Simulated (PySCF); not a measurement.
Molecule: `COCBF`, C2H6BFO.

Bonds (- single, = double, # triple, : aromatic): C1-O2 1.391 Å, O2-C3 1.394 Å, C3-B4 1.566 Å, B4-F5 1.325 Å. C1 carries H6, H7, H8; C3 carries H9, H10; B4 carries H11.

Spin–spin couplings on one PBE0-D3(BJ)/def2-SVP geometry, PySCF 2.14, gas phase, non-relativistic, equivalent pairs averaged (spin–dipole term only in couplings to heteroatoms); isotopes 11B, 1H, 13C, 19F, 17O; functional B3LYP.

Q: How do the couplings (Hz) change with the basis set? Times are CPU seconds on 1 thread of an Arm Neoverse V1, shared host. Far from the basis limit: 6-31G*, pcJ-0, def2-TZVP, cc-pVTZ.

A: 
```tsv
basis set	functions	1J(B4,H11)	1J(C1,H6)	1J(C3,H9)	1J(B4,F5)	1J(C3,B4)	1J(O2,C3)	1J(C1,O2)	core-s
6-31G*	82	173.6	148.8	138.9	-91.7	78.5	13.3	12.8	5.8
pcJ-0	83	153.6	121.4	109.2	-275.0	56.9	32.0	30.6	5.3
def2-TZVP	191	160.6	137.3	122.3	-182.2	74.7	28.5	27.4	17
pcJ-1	195	166.8	144.7	129.0	-183.8	73.0	24.9	24.1	17
cc-pVTZ	234	161.1	128.9	114.6	-197.7	67.2	26.9	25.8	22
```

The Fermi-contact term samples the wavefunction at the nucleus, which is why sets with added tight s functions (names with J) are made for couplings.
